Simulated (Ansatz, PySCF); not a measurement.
The pair A = NH3 (SMILES N) (first 4 atoms), B = ClH3Si (SMILES [SiH3]Cl); geometry from B3LYP-D3(BJ)/def2-TZVP.
(charge 0, multiplicity 1):
```xyz
9

N     -0.094    -0.075     0.312
H     -0.309     0.899     0.494
H      0.529    -0.112    -0.487
H     -0.961    -0.528     0.049
Si     0.432    -1.037     3.205
Cl    -1.322     0.065     3.366
H      0.715    -1.512     4.579
H      1.536    -0.171     2.762
H      0.221    -2.202     2.331
```

Frozen-core correlation. CBS: X⁻³ extrapolation of the correlation energy, Hartree–Fock from the larger set. MP2 and its Hartree–Fock in aug-cc-pV(T+d)Z are density fitted.

Run with Ansatz (a quantum-chemistry and plane-wave program); PySCF for the dispersion terms. Values without a source in brackets are computed.

The monomers are drawn apart, rigid, along the line of their centres of mass. Counterpoise-corrected interaction energies (kcal/mol):

| level | R = 4.319 Å | R = 5.557 Å |
|---|---|---|
| PBE/def2-TZVPPD | -1.1160 | -0.3583 |
| PBE-D3(BJ)/def2-TZVPPD | -1.5422 | -0.4697 |
| wB97M-V/def2-TZVPPD | -1.4511 | -0.4657 |
| MP2/CBS(aug-cc-pV(D+d)Z, aug-cc-pV(T+d)Z) + ΔCCSD(T)/aug-cc-pV(D+d)Z | -1.4275 | -0.4455 |

R is the distance of the centres of mass. Find the local exponent m of E ∝ R⁻ᵐ between the two points.


m = ln(E₁/E₂)/ln(R₂/R₁): PBE/def2-TZVPPD 4.5; PBE-D3(BJ)/def2-TZVPPD 4.7; wB97M-V/def2-TZVPPD 4.5; MP2/CBS(aug-cc-pV(D+d)Z, aug-cc-pV(T+d)Z) + ΔCCSD(T)/aug-cc-pV(D+d)Z 4.6. For scale, two fixed dipoles give m = 3, dipole and quadrupole 4, quadrupoles 5, and dispersion or dipole-induced dipole 6 at long range; at these distances several terms mix, and what is left of overlap and damping shifts m, so it need not match one of them.
